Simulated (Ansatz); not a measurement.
Pd₃H₅, relaxed as a doublet with UKS PBE-D4/def2-SVP in Ansatz, starting from the GFN1-xTB geometry. Force threshold 0.02 eV/Å.

In the def2 sets Pd takes a core potential; there is no spin–orbit coupling. In the doublet, H5 and H8 lie 0.87 Å apart (atoms count from 1), so H2 has formed as a molecule. Another isomer (doublet) lies 0.09 eV lower at PBE0-D4/def2-TZVP; other spin states weren't run for this one.

Start:

Cartesian coordinates in Å:
```
Pd 0.862 1.279 -0.557
Pd 0.723 -1.346 -0.429
Pd -1.046 -0.005 0.833
H 1.732 -0.008 -0.432
H -2.249 -1.086 1.033
H 0.037 1.202 0.904
H 1.700 1.377 -1.807
H -1.759 -1.414 0.456
```

Problem. Estimate the energy that the relaxation releases and the steps that it takes.

Solution. 9.8 kcal/mol, in 27 steps; 95 s on 2 threads of Arm Neoverse V2 on a shared host. No frequencies were taken in this run, so the end may be a saddle point.

Problem. Does the start keep its bonding and symmetry?

Solution. By distances, no bond broke or formed. The bond that changes most is Pd1–H6, from 1.68 to 1.83 Å (atoms count from 1).

Problem. Predict the relaxed structure.

Solution. 
```xyz
8

Pd    0.9923    1.3602   -0.6301
Pd    0.5855   -1.2098   -0.8115
Pd   -1.1138   -0.0143    0.7852
H     1.7290   -0.0821   -0.2576
H    -1.7808   -1.5272    1.2936
H    -0.2554    1.4377    0.7120
H     2.1243    1.3172   -1.7197
H    -2.2811   -1.2816    0.6281
```
Bond lengths (bridged metal pairs left out): 1 × Pd–Pd 2.62 Å; 7 × H–Pd 1.57 to 1.83 Å.
